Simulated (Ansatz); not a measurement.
The cluster Na₃Br₄. The state is a doublet with charge 0. Geometry r2SCAN-D4/def2-SVP, basis def2-SVP, Ansatz.

```xyz
7

Na   -1.611   -1.698   -0.478
Na    0.671    1.152    1.977
Na    0.953    0.727   -1.728
Br    1.647    2.655    0.023
Br   -1.054   -0.672   -2.859
Br    0.948   -1.519    0.876
Br   -1.555   -0.645    2.190
```

| run | HOMO (eV) | LUMO (eV) |
| --- | --- | --- |
| A | -7.05 | -5.06 |
| B | -6.13 | -5.78 |
| C | -7.26 | -5.04 |
| D | -5.86 | -5.68 |
| E | -6.65 | -5.43 |
| F | -5.64 | -5.47 |

HSE06 is defined as in plane-wave codes, on full-range PBE exchange. In the doublet, Br6 and Br7 lie 2.96 Å apart (atoms count from 1), so these atoms are partly bonded to each other. Another isomer (doublet) lies 0.04 eV lower at PBE0-D4/def2-SVP; other spin states weren't run for this one.

HOMO and LUMO are taken over both spins.

Task: The runs used BLYP, HSE06, PBE, PBE0, r2SCAN, r2SCAN0. Estimate which is which.

Result: A PBE0 (25 % exact exchange); B r2SCAN (0 % exact exchange); C r2SCAN0 (25 % exact exchange); D PBE (0 % exact exchange); E HSE06 (range-separated); F BLYP (0 % exact exchange). Exact exchange lowers occupied and raises empty levels; among semilocal functionals meta-GGAs tend to open the gap a little, and such runs are hard to tell apart. The gap grows from 0.17 eV (BLYP) to 2.22 eV (r2SCAN0).
